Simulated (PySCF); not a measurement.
Compound: C7H9NO2.
Atom-mapped SMILES: `[N:1]#[C:2][CH2:3][C@@H:4]1[CH2:5][C:6](=[O:7])[CH2:8][CH2:9][O:10]1`

Geometry (GFN2-xTB, Å), atoms numbered from 1 in this order:
```
atom  x, y, z in Å
N1     3.8361   -0.4676    0.9854
C2     3.0413   -0.1707    0.2203
C3     2.0327    0.2024   -0.7361
C4     0.6572    0.3635   -0.0734
C5     0.1615   -0.9638    0.5320
C6    -1.2482   -0.7724    1.0461
O7    -1.5863   -1.0063    2.1756
C8    -2.1651   -0.1930   -0.0064
C9    -1.5124    1.0768   -0.5774
O10   -0.2237    0.8215   -1.0738
H11    2.3144    1.1499   -1.2030
H12    1.9732   -0.5608   -1.5165
H13    0.7246    1.1135    0.7345
H14    0.8213   -1.2847    1.3387
H15    0.1499   -1.7257   -0.2506
H16   -3.1385    0.0398    0.4239
H17   -2.2894   -0.9210   -0.8101
H18   -1.4714    1.8482    0.2066
H19   -2.0870    1.4595   -1.4231
```

Definitions: NICS(0) = −σiso at the ring centroid; NICS(1) = −σiso and NICS(1)zz = −σzz at ±1 Å along the ring normal z. Level: GIAO PBE0/pcSseg-1 (PySCF, non-relativistic, gas phase) on the GFN2-xTB geometry, one conformer.

Ring bond lengths (Å), with Mayer bond orders in brackets: C4–C5 1.541 (0.97), C5–C6 1.513 (0.98), C6–C8 1.511 (0.98), C8–C9 1.538 (1.02), C9–O10 1.404 (0.93), O10–C4 1.409 (0.91).

Question: Give the NICS values of each ring in ppm.

Answer: 
```
              ring                                             type  NICS(0)  NICS(1), two faces  NICS(1)zz, two faces  rms pucker (Å)  centre to ring atoms, mean (Å)
C4–C5–C6–C8–C9–O10  6-membered ring with O; formal bonds all single     -1.2         -0.9 / -2.5            3.5 / -1.2            0.23                            1.43
```

Question: What do they say, and how far can they be read as aromaticity?

Answer: 
- C4–C5–C6–C8–C9–O10: mean NICS(1)zz 1.1 ppm, near zero. C4, C5, C8, C9 have four or more neighbours; no verdict on aromaticity is drawn. The two faces differ by 4.7 ppm, so no symmetry operation interchanges them.

Question: What field does 11.7 T along the ring normal induce along that normal at the first NICS(1) probe listed for ring C4–C5–C6–C8–C9–O10, 1 Å off the ring?

Answer: NICSzz × B0 = 3.5 ppm × 11.7 T = 41 μT, along the applied field.

Question: List the ring angles and the Hirshfeld charges of the ring atoms.

Answer: 
- C4–C5–C6–C8–C9–O10: C4 111.0° (+0.058 e), C5 108.9° (-0.089 e), C6 112.2° (+0.166 e), C8 108.5° (-0.086 e), C9 111.8° (+0.010 e), O10 112.4° (-0.134 e); sum 664.8° against 720° for a flat convex ring.

Question: What are the shieldings of the ring atoms and their hydrogens in the same run (means over atoms taken as equivalent)?

Answer: 
```csv
atoms,environment,σ isotropic (ppm)
C4,sp3 carbon bound to oxygen,106.0
C5,sp3 carbon next to a carbonyl,135.6
C6,ketone carbonyl carbon,-21.2
C8,sp3 carbon next to a carbonyl,140.3
C9,sp3 carbon bound to oxygen,115.0
O10,cyclic ether oxygen,260.1
H13,methine hydrogen,28.05
H14,methylene hydrogen,28.94
H15,methylene hydrogen,29.58
H16,methylene hydrogen,29.64
H17,methylene hydrogen,29.09
H18,methylene hydrogen,27.94
H19,methylene hydrogen,27.16
```
